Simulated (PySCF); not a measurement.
A structure optimised at ωB97X-D3(BJ)/def2-SVP, used in a PySCF frequency run:

```xyz
13

Ga     0.0002    -0.0001    -0.0001
C     -1.4048    -1.3867    -0.0286
H     -1.5144    -1.7982    -1.0468
H     -2.3817    -0.9464     0.2358
H     -1.2057    -2.2217     0.6604
C     -0.1628     1.5937    -1.1537
H      0.7241     1.6910    -1.8030
H     -0.1976     2.5075    -0.5354
H     -1.0589     1.5780    -1.7927
C      1.5672    -0.2069     1.1826
H      2.2679     0.6402     1.1282
H      2.1194    -1.1272     0.9246
H      1.2439    -0.3218     2.2315
```

Question: Write its SMILES and formula.

Answer: [CH3][Ga]([CH3])[CH3], C3H9Ga

Question: What are its rotational constants (standard atomic weights)?

Answer: 4.9106, 4.9094, 2.5731 GHz
